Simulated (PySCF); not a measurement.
**Computed properties of B(H)(Me)(SiH3) (CH7BSi), SMILES CB[SiH3]**

B(H)(Me)(SiH3) (CH7BSi), SMILES B(C)[SiH3]. Geometry: PBE0-D3(BJ)/def2-SVP. One conformer was computed; it need not be the lowest. All values are computed for the isolated molecule unless a solvent is named; none is compared with measurement here.

**Structure.** All 24 harmonic modes at PBE0-D3(BJ)/def2-SVP (PySCF) are real, so it is a minimum. With heavy atoms numbered as in [BH:1]([CH3:3])[SiH3:7], the shortest bond between them is B1–C3 at 1.555 Å and the longest B1–Si7 at 2.024 Å.

**Vibrations.** The strongest infrared lines (harmonic, unscaled, degenerate partners summed) lie at 880 cm⁻¹ (175 km/mol, H 90 %, Si 9 %), 2585 cm⁻¹ (115 km/mol, H 91 %, B 9 %), 2211 cm⁻¹ (110 km/mol, H 96 %). The softest mode is at 49 cm⁻¹ and the zero-point energy is 45.3 kcal/mol.

**Electronic structure.** ωB97X/def2-TZVPD (PySCF) places the frontier levels at -10.29 and 0.41 eV, a gap of 10.70 eV, and gives a dipole moment of 1.20 D and a mean polarisability of 58.8 bohr³.

**Excitations.** TDA-CAM-B3LYP/def2-SVPD (PySCF) has S1 at 4.54 eV (273 nm, f = 0.005, weak); the most intense of the 10 singlets computed lies at 8.47 eV (f = 0.27). T1 (TDA) is at 3.69 eV, 0.85 eV under S1. No vertical singlet excitation falls in the visible range (under 3.1 eV).

**NMR.** GIAO shifts at PBE0/pcSseg-1 (PySCF) (non-relativistic, atoms alike by connectivity averaged): ¹³C at 28.4 ppm against TMS; ¹H from 2.1 to 10.0 ppm against TMS; ²⁹Si at -99.1 ppm against TMS; ¹¹B at 99.8 ppm against BF3.
